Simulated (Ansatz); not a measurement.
CH6AlFGe, SMILES [CH3][Al]([F])[GeH3]. Atoms are numbered in the order given.

```xyz
10

Al     0.3042     0.5398    -0.8374
F      1.9462     0.5339    -1.1647
Ge    -0.3907    -0.7277     1.1621
H     -0.3894    -2.2484     0.8929
H      0.5410    -0.4879     2.3673
H     -1.8225    -0.3584     1.6059
C     -0.8397     1.5085    -2.0741
H     -1.8788     1.5932    -1.7202
H     -0.8588     0.9981    -3.0526
H     -0.4517     2.5246    -2.2557
```

Geometry: PBE0-D3(BJ)/def2-SVP. The structure was generated by enumeration; whether it is a known compound was not checked.

Two levels are set side by side: PBE-D3(BJ)/def2-SVP (Ansatz, a program for electronic structure) and PBE0-D3(BJ)/def2-SVP (Ansatz). Each level has its own optimised geometry; the coordinates shown are those of the second. Differences are taken from unrounded values.

```csv
quantity,PBE0-D3(BJ)
mean bond length (Å),1.558
bond Al1–F2 (Å),1.674
bond Al1–Ge3 (Å),2.467
bond Al1–C7 (Å),1.943
bond Ge3–H4 (Å),1.544
bond Ge3–H5 (Å),1.542
bond Ge3–H6 (Å),1.544
bond C7–H8 (Å),1.101
bond C7–H9 (Å),1.104
bond C7–H10 (Å),1.103
```

**Question.** What does PBE-D3(BJ) give, and how far is it from PBE0-D3(BJ)? (An estimate is asked for; the answer gives what the named calculation found.)

**Answer.** 
```tsv
quantity	PBE-D3(BJ)	PBE-D3(BJ) minus PBE0-D3(BJ)
mean bond length (Å)	1.569	0.010
bond Al1–F2 (Å)	1.689	0.015
bond Al1–Ge3 (Å)	2.476	0.009
bond Al1–C7 (Å)	1.955	0.011
bond Ge3–H4 (Å)	1.556	0.011
bond Ge3–H5 (Å)	1.555	0.013
bond Ge3–H6 (Å)	1.556	0.012
bond C7–H8 (Å)	1.109	0.008
bond C7–H9 (Å)	1.111	0.007
bond C7–H10 (Å)	1.111	0.009
```

GGA bonds tend to be longer and softer than those of functionals with exact exchange. Differences between two approximate levels are no errors against the true value.
